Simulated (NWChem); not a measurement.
The numbers come from NWChem runs, not from measurements. System: H4AlFN2, charge 0, spin multiplicity 1, at a geometry optimised with PBE/def2-SVP. The structure started from a generated list of species. Level: MP2/def2-TZVP, 8 core orbitals frozen.

Output (cleaned and shortened):

```
             Northwest Computational Chemistry Package (NWChem) 7.3.0
             --------------------------------------------------------

                                NWChem Input Module
                                -------------------

 Scaling coordinates for geometry "geometry" by  1.889725989
 (inverse scale =  0.529177249)

 Turning off AUTOSYM since
 SYMMETRY directive was detected!

                             Geometry "geometry" -> ""
                             -------------------------

 Output coordinates in angstroms (scale by  1.889725989 to convert to a.u.)

  No.       Tag          Charge          X              Y              Z
 ---- ---------------- ---------- -------------- -------------- --------------
    1 Al                  13.0000     0.00000000     0.00000000     0.02431200
    2 F                    9.0000     0.00000000     0.00000000     1.70527400
    3 N                    7.0000     1.56692700     0.00000000    -0.81138400
    4 H                    1.0000     1.70984000     0.00000000    -1.82214700
    5 H                    1.0000     2.46759700     0.00000000    -0.32993100
    6 N                    7.0000    -1.56692700     0.00000000    -0.81138400
    7 H                    1.0000    -1.70984000     0.00000000    -1.82214700
    8 H                    1.0000    -2.46759700     0.00000000    -0.32993100

 Effective nuclear repulsion energy (a.u.)     157.8530642206

            Nuclear Dipole moment (a.u.)
            ----------------------------
        X                 Y               Z
 ---------------- ---------------- ----------------
    -0.0000000000     0.0000000000    -0.0000188973

      Symmetry information
      --------------------

 Group name             C2v
 Group number             16
 Group order               4
 No. of unique centers     5

      Symmetry unique atoms

     1    2    3    4    5


 Summary of "ao basis" -> "" (spherical)
 ------------------------------------------------------------------------------
       Tag                 Description            Shells   Functions and Types
 ---------------- ------------------------------  ------  ---------------------
 *                         def2-tzvp                  on all atoms

 Summary of "ao basis" -> "ao basis" (spherical)
 ------------------------------------------------------------------------------
       Tag                 Description            Shells   Functions and Types
[...]
    3 N    7     7.79   0.82  1.16  0.50  0.81  0.20  1.50  1.80  0.97  0.00  0.01  0.00
    4 H    1     0.75   0.25  0.40  0.05  0.04
    5 H    1     0.74   0.25  0.40  0.05  0.04
    6 N    7     7.79   0.82  1.16  0.50  0.81  0.20  1.50  1.80  0.97  0.00  0.01  0.00
    7 H    1     0.75   0.25  0.40  0.05  0.04
    8 H    1     0.74   0.25  0.40  0.05  0.04

       Multipole analysis of the density wrt the origin
       ------------------------------------------------

     L   x y z        total         open         nuclear
     -   - - -        -----         ----         -------
     0   0 0 0     -0.000000      0.000000     40.000000

     1   1 0 0      0.000000      0.000000     -0.000000
     1   0 1 0     -0.000000      0.000000      0.000000
     1   0 0 1     -0.991724      0.000000     -0.000019

     2   2 0 0    -18.032304      0.000000    187.119551
     2   1 1 0      0.000000      0.000000      0.000000
     2   1 0 1     -0.000000      0.000000     -0.000000
     2   0 2 0    -22.178340      0.000000      0.000000
     2   0 1 1      0.000000      0.000000      0.000000
     2   0 0 2    -22.876151      0.000000    150.892762

                   NWChem MP2 Semi-direct Energy/Gradient Module
                   ---------------------------------------------

  Basis functions       =    154
  Molecular orbitals    =    154
  Frozen core           =      8
  Frozen virtuals       =      0
  Active alpha occupied =     12
  Active beta occupied  =     12
  Active alpha virtual  =    134
  Active beta virtual   =    134
  Use MO symmetry       = T
  Use skeleton AO sym   = T

  AO/Fock/Back tols     =   1.0D-09  1.0D-09  1.0D-09

 GA uses MA = F    GA memory limited = T

 Available:
  local mem=  1.15D+08
 global mem=  1.31D+08
 local disk=  0.00D+00
  mp2_memr nvloc                   134
  nvloc new                   134
   1 passes of  12:        5242880                     128748                  61191218.
   1 passes of  12: M    114679547           G      131024568           F     109436667.

 Semi-direct pass number   1 of   1  for RHF alpha+beta  at        5.3s
  vrange nnbf                 11185
  mp2_eaftype                   233  avail_ma_in_mb                   999
 EAF : mp2_eaftype filesize         233   30595609.
  mp2_eaf for mointskh                    233
Node 0 wrote    143.9 Mb in      0.1 s     Agg I/O rate:  2140.1 Mb/s
 Done moints_semi at       16.2s
  mp2_eaftype                   233  avail_ma_in_mb                   766
 EAF : mp2_eaftype filesize         233   30595609.
  mp2_eaf for kh                   233
 Done maket at       17.0s
 Done multipass loop at       17.0s

          -------------------------------------------
          SCF energy                -452.849610786068
          Correlation energy          -0.748169357725
          Singlet pairs               -0.469220300838
          Triplet pairs               -0.278949056887
          Total MP2 energy          -453.597780143792
          -------------------------------------------

          ---------------------------------------------------
                    Spin Component Scaled (SCS) MP2
          Same spin pairs                     -0.185966037925
          Same spin scaling factor             0.333333333333
          Opposite spin pairs                 -0.562203319800
          Opposite spin scaling fact.          1.200000000000
          SCS-MP2 correlation energy          -0.736632663069
          Total SCS-MP2 energy              -453.586243449136
          ---------------------------------------------------

 -----------------------
 Performance information
 -----------------------

 Timer overhead =  2.44D-07 seconds/call

               Nr. of calls         CPU time (s)                 Wall time (s)                GFlops
             ---------------    -------------------     ------------------------------   -------------------
Name         Min   Avg   Max    Min     Avg     Max     Min     Avg     Max   Mx/calls   Min     Max     Sum
mp2: moin     1     1     1    11.     11.     11.      11.     11.     11.     11.      0.0     0.0     0.0
mp2: make     1     1     1   0.72    0.72    0.72     0.72    0.72    0.72    0.72      0.0     0.0     0.0
mp2: tota     1     1     1    12.     12.     12.      12.     12.     12.     12.      0.0     0.0     0.0

 The average no. of pstat calls per process was 3.00D+00
 with a timing overhead of 7.31D-07s

 Task  times  cpu:       16.9s     wall:       16.9s

 Total times  cpu:       17.0s     wall:       17.0s
```

Task: Write an NWChem input that would produce this output.

Result: Several could match; the one computed here: 
```
start mol
memory heap 200 mb stack 800 mb global 1000 mb
geometry units angstroms nocenter noautoz
  Al     0.000000     0.000000     0.024312
  F      0.000000     0.000000     1.705274
  N      1.566927     0.000000    -0.811384
  H      1.709840     0.000000    -1.822147
  H      2.467597     0.000000    -0.329931
  N     -1.566927     0.000000    -0.811384
  H     -1.709840     0.000000    -1.822147
  H     -2.467597     0.000000    -0.329931
  symmetry group C2v
end
basis spherical
  * library def2-tzvp
end
scf
  rhf
  nopen 0
  maxiter 100
  thresh 1e-7
  semidirect memsize 60000000 filesize 0
end
mp2
  freeze core 8
end
task mp2 energy
```
